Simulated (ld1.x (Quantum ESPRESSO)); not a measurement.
## F: variants of one TM potential

Base potential:

fluorine, norm-conserving Troullier–Martins (Kleinman–Bylander form), made with ld1.x (Quantum ESPRESSO) 7.5 (PBE, scalar-relativistic). Core [He], reference 2s2 2p5. Waves: 2p (bound): rc 1.70 bohr; 2s (bound): rc 0.60 bohr. Local part: the s channel. Core correction: none.

All-electron outer shells of the reference configuration (PBE, scalar-relativistic, ld1.x):

| shell | level (eV) | outermost node (bohr) | outermost maximum (bohr) |
| --- | --- | --- | --- |
| 1s | -663.37 | – | 0.11 |
| 2s | -29.90 | 0.24 | 0.76 |
| 2p | -11.11 | – | 0.71 |

Cutoffs, loose and tight: the cutoffs (Ry, on a coarse ladder) from which the occupation-weighted sum of valence levels, in a spherical-Bessel basis at the reference potential, stays within 10 and 1 mRy of its value at 400 Ry. They do not see the model core or the augmentation charge, which bear on the density cutoff. Test errors are all-electron minus pseudo excitation energies from the reference, over the configurations 2s2 2p4; 2s2 2p3; 2s2 2p2; 2s2 2p4.5; 2s1 2p5; 2s1 2p6; 2s2 2p1. A dash means not determined; rows that change the core or the reference have their own tests.

Cutoffs are not given where the Bessel-basis levels miss the radial ones by over 6 mRy, ghosts where they miss by over 20 mRy; a channel whose overlap is not positive is not tested.

```csv
change,outcome,"cutoff, loose","cutoff, tight",bound ghosts,largest test error (meV)
base,generated,180 Ry,260 Ry,none,+4591
"all radii scaled by about 0.74 (s 0.44, p 1.26 bohr)",generated,–,–,none,+1768
"all radii scaled by about 1.12 (s 0.68, p 1.90 bohr)",generated,110 Ry,260 Ry,none,+7027
"all radii scaled by about 1.27 (s 0.76, p 2.16 bohr)",generated,110 Ry,230 Ry,none,+10384
"all radii scaled by about 1.34 (s 0.80, p 2.28 bohr)",generated,100 Ry,230 Ry,none,+12001
```

(1) What comes out with this change to the base: all radii scaled by about 0.88 (s 0.52, p 1.50 bohr)?

## Answers

(1) outcome: generated; cutoff, loose: 260 Ry; cutoff, tight: over 300 Ry; bound ghosts: none; largest test error (meV): +2973.

Reading the sweep of the scale of all radii (base = 1) (base included, trends over the rows without a ghost): The loose cutoff falls from 260 Ry at 0.88 to 100 Ry at 1.34. A larger radius leaves more room for a smooth pseudo-wave, so fewer plane waves are needed; a smaller one forces it to follow the all-electron wave where it bends sharply. The median size of the test errors (rows with all tests solved) rises from 83.2 meV at 0.74 to 382.6 meV at 1.34, with one reversal. More of the atom is replaced by a form fitted at one configuration, so other configurations suffer as the radius grows.
